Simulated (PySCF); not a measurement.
Sm(III) with different ligands

Computed with PySCF 2.14.0, PBE0, def2-SVP on the ligands, density fitting, scalar-relativistic core potentials, no spin-orbit coupling, vacuum. The metal has lcecp-1-SVP with ECP51. Each complex is relaxed within the symmetry of a template of the same shape. Distances are means of the shortest metal–ligand contacts, charges and spins Mulliken's; removal energies are rigid, with the ligand's formal charge and no counterpoise, so too large; for an anion taken off a cation in vacuum most of it is the attraction of opposite charges, and multiply charged cations can part far more cheaply with an electron moved from ligand to metal. lcecp potentials hold a fixed number of 4f electrons in the core, out of states, spins and gaps.

| complex | point group | M–first ligand (Å) | charge on M (e) | removal of one first-named ligand (eV) | strongest infrared band, degenerate modes summed (cm⁻¹) | unstable modes (below −25 cm⁻¹) |
| --- | --- | --- | --- | --- | --- | --- |
| [SmCl4]− | Td | 2.584 | 0.76 | 4.95 | 305 | 0 |
| [Sm(OH)4]− | S4, nearly Td | 2.162 | 0.83 | 5.53 | 239 | 0 |
| [SmH4]− | Td | 2.139 | 0.27 | 4.71 | 1209 | 0 |
| [Sm(SH)4]− | S4 | 2.705 | 0.61 | 4.56 | 264 | 0 |

Problem. A further member has point group S4, M–first ligand (Å) 2.307, charge on M (e) 0.67, removal of one first-named ligand (eV) 5.13. Which complex is it?

Solution. [Sm(NH2)4]−. The answer isn't unique; the calculation gave this one.

Moved off a saddle point of the template and relaxed again: [Sm(NH2)4]−, [Sm(SH)4]−. One start shape was tried for each, so a minimum needn't be the lowest isomer.
